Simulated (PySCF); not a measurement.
## TDDFT excited states: C5H2FN3

Compound: C5H2FN3.
InChI=1S/C5H2FN3/c6-4-1-5(2-7)9-8-3-4/h1,3H

Method used: TDDFT PBE0/def2-SVPD, vertical, gas phase, core orbitals frozen in the response in PySCF. Geometry: GFN2-xTB; no solvent, vibrations or thermal averaging.

```
state  E (eV)  E (kJ/mol)  λ (nm)       f  symmetry  main configurations (H = HOMO, L = LUMO)
   S1    3.39         327   365.9  0.0000         –                                H→L (100%)
   S2    3.62         350   342.2  0.0033        A″                               H→L+1 (99%)
   S3    5.49         530   225.7  0.0088        A′   H-1→L+1 (45%), H-2→L (35%), H-1→L (16%)
   S4    5.90         570   210.0   0.208        A′    H-1→L (72%), H-2→L (10%), H-1→L+1 (8%)
   S5    6.00         579   206.7  0.0011         –                               H-3→L (97%)
   S6    6.22         600   199.4  0.0000         –                             H-3→L+1 (87%)
   S7    6.28         606   197.3  0.0000         –                               H-4→L (89%)
   S8    6.63         640   187.0   0.081        A′   H→L+2 (56%), H-1→L+1 (15%), H-2→L (13%)
```

Triplets, Tamm–Dancoff:

```csv
state,E (eV),λ (nm),"main configurations (H = HOMO, L = LUMO)"
T1,2.76,449.5,H→L+1 (95%)
T2,3.07,404.0,H→L (97%)
T3,3.96,312.9,"H-1→L (77%), H-2→L+1 (11%)"
```

The lowest singlet comes at 366 nm (327 kJ/mol) in the ultraviolet; it is dark (f under 0.0005); its leading configuration is HOMO→LUMO (100%). The strongest level in the table is S4 at 5.90 eV (210 nm, f = 0.208). Löwdin shares by element: HOMO nitrogen 78% or more, carbon 16% or more; LUMO carbon 51% or more, nitrogen 11% or more (atoms not listed hold the other 37%). Weighted by f, the mean energy of these states is 6.06 eV. Orbital energies (eV): HOMO-3 -10.31, HOMO-2 -9.69, HOMO-1 -9.16, HOMO -7.68, LUMO -2.69, LUMO+1 -2.30, LUMO+2 0.23. The listed states span 3.24 eV, and the widest gap between neighbours is 1.87 eV (S2 to S3). No computed singlet lies in the visible range (380 to 750 nm); the lowest, at 366 nm, stands 0.13 eV above its violet end (3.26 eV); a Tamm–Dancoff triplet lies at 449 nm, without intensity as long as spin–orbit coupling is left out. Symmetry labels in Cs follow from the direction of the transition dipole and are given only for states with f of 0.002 or more. The window holds the lowest 8 singlets.
